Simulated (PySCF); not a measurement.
iodine monochloride (ClI), singlet, geometry from GFN2-xTB (core potentials on I); SVWN5/def2-SV(P) run with PySCF.

The PySCF input:
```python
from pyscf import gto, scf, dft

mol = gto.Mole()
mol.atom = '''
    Cl   -0.000000   -0.000000   -1.746255
    I     0.000000    0.000000    0.560119
'''
mol.basis = 'def2-sv(p)'
mol.ecp = {'I': 'def2-sv(p)'}
mol.charge = 0
mol.spin = 0
mol.verbose = 4
mol.build()

mf = dft.RKS(mol)
mf.xc = 'lda,vwn'
mf.init_guess = 'atom'
mf.kernel()
mf.analyze()
```

The log (banner, timings and long lists left out):

```
PySCF version 2.14.0

[INPUT] verbose = 4
[INPUT] num. atoms = 2
[INPUT] num. electrons = 42
[INPUT] charge = 0
[INPUT] spin (= nelec alpha-beta = 2S) = 0
[INPUT] symmetry False subgroup None
[INPUT] Mole.unit = angstrom
[INPUT] Symbol           X                Y                Z      unit          X                Y                Z       unit  Magmom
[...]
nuclear repulsion = 97.5125086568787
number of shells = 18
number of NR pGTOs = 97
number of NR cGTOs = 44
basis = def2-sv(p)
ecp = {'I': 'def2-sv(p)'}

******** <class 'pyscf.dft.rks.RKS'> ********
method = RKS
initial guess = atom
damping factor = 0
level_shift factor = 0
DIIS = <class 'pyscf.scf.diis.CDIIS'>
diis_start_cycle = 1
diis_space = 8
diis_damp = 0
SCF conv_tol = 1e-09
SCF conv_tol_grad = None
SCF max_cycles = 50
direct_scf = True
direct_scf_tol = 1e-13
XC library pyscf.dft.libxc version 7.1.2
    S. Lehtola, C. Steigemann, M. J. T. Oliveira, and M. A. L. Marques,  SoftwareX 7, 1–5 (2018)
XC functionals = lda,vwn
    P. A. M. Dirac,  Math. Proc. Cambridge Philos. Soc. 26, 376 (1930)
    F. Bloch,  Z. Phys. 57, 545 (1929)
    S. H. Vosko, L. Wilk, and M. Nusair,  Can. J. Phys. 58, 1200 (1980)
radial grids:
    Treutler-Ahlrichs [JCP 102, 346 (1995); DOI:10.1063/1.469408] (M4) radial grids

becke partition: Becke, JCP 88, 2547 (1988); DOI:10.1063/1.454033
pruning grids: <function nwchem_prune>
grids dens level: 3
symmetrized grids: False
atomic radii adjust function: <function treutler_atomic_radii_adjust>
small_rho_cutoff = 0
Set gradient conv threshold to 3.16228e-05
Initial guess from superposition of atomic densities.
Spherically averaged atomic HF for {'Cl', 'I'}

******** <class 'pyscf.scf.atom_hf.AtomSphAverageRHF'> ********
method = AtomSphAverageRHF
initial guess = minao
damping factor = 0
level_shift factor = 0
DIIS = <class 'pyscf.scf.diis.CDIIS'>
diis_start_cycle = 1
diis_space = 8
diis_damp = 0
SCF conv_tol = 1e-09
SCF conv_tol_grad = None
SCF max_cycles = 50
direct_scf = True
direct_scf_tol = 1e-13
atom = Cl
Set gradient conv threshold to 3.16228e-05
Initial guess from minao.
init E= -459.076232193589
cycle= 1 E= -459.117036390558  delta_E= -0.0408  |g|=    0  |ddm|= 0.0448
cycle= 2 E= -459.117046106835  delta_E= -9.72e-06  |g|=    0  |ddm|= 0.0126
cycle= 3 E= -459.117046525591  delta_E= -4.19e-07  |g|=    0  |ddm|= 0.00136
cycle= 4 E= -459.117046534463  delta_E= -8.87e-09  |g|=    0  |ddm|= 0.000457
cycle= 5 E= -459.117046534584  delta_E= -1.21e-10  |g|=    0  |ddm|= 5.89e-05
[...]

******** <class 'pyscf.scf.atom_hf.AtomSphAverageRHF'> ********
method = AtomSphAverageRHF
initial guess = minao
damping factor = 0
level_shift factor = 0
DIIS = <class 'pyscf.scf.diis.CDIIS'>
diis_start_cycle = 1
diis_space = 8
diis_damp = 0
SCF conv_tol = 1e-09
SCF conv_tol_grad = None
SCF max_cycles = 50
direct_scf = True
direct_scf_tol = 1e-13
atom = I
Set gradient conv threshold to 3.16228e-05
Initial guess from minao.
init E= -264.636557067808
cycle= 1 E= -295.856582700366  delta_E= -31.2  |g|=    0  |ddm|= 7.13
cycle= 2 E= -296.456534784314  delta_E= -0.6  |g|=    0  |ddm|= 3.62
cycle= 3 E= -296.500855479371  delta_E= -0.0443  |g|=    0  |ddm|= 0.575
cycle= 4 E= -296.50092027826  delta_E= -6.48e-05  |g|=    0  |ddm|= 0.0452
cycle= 5 E= -296.500922042523  delta_E= -1.76e-06  |g|=    0  |ddm|= 0.00754
cycle= 6 E= -296.500922061485  delta_E= -1.9e-08  |g|=    0  |ddm|= 0.000817
cycle= 7 E= -296.500922061648  delta_E= -1.63e-10  |g|=    0  |ddm|= 8.76e-05
Extra cycle  E= -296.500922061648  delta_E=    0  |g|=    0  |ddm|= 1.3e-06
Atomic HF for atom  I  converged. SCF energy = -296.500922061648

tot grids = 40840
init E= -755.994229288985
[...]
cycle= 1 E= -755.837914369843  delta_E= 0.156  |g|= 0.158  |ddm|= 1.71
[...]
cycle= 2 E= -755.824121377776  delta_E= 0.0138  |g|= 0.253  |ddm|= 0.499
[...]
cycle= 3 E= -755.84472054284  delta_E= -0.0206  |g|= 0.0489  |ddm|= 0.393
[...]
cycle= 4 E= -755.845593314048  delta_E= -0.000873  |g|= 0.0114  |ddm|= 0.0888
[...]
cycle= 5 E= -755.845632328307  delta_E= -3.9e-05  |g|= 0.00255  |ddm|= 0.015
[...]
cycle= 6 E= -755.845634168488  delta_E= -1.84e-06  |g|= 0.000368  |ddm|= 0.00388
[...]
cycle= 7 E= -755.845634214278  delta_E= -4.58e-08  |g|= 2.75e-05  |ddm|= 0.0005
[...]
cycle= 8 E= -755.845634214586  delta_E= -3.08e-10  |g|= 4.73e-06  |ddm|= 4.73e-05
[...]
Extra cycle  E= -755.845634214587  delta_E= -1.14e-12  |g|= 4.05e-06  |ddm|= 1.17e-05
converged SCF energy = -755.845634214587
**** SCF Summaries ****
Total Energy =                        -755.845634214587108
Nuclear Repulsion Energy =              97.512508656878722
One-electron Energy =                -1346.929890865673542
Two-electron Energy =                  493.571747994207726
Two-electron Coulomb Energy =          542.122744382211977
DFT Exchange-Correlation Energy =      -48.550996388004279
HOMO-LUMO gap [eV] =                     2.134845052082595
**** MO energy ****
[...]
Dipole moment(X, Y, Z, Debye):  0.00000,  0.00000,  1.12197
```
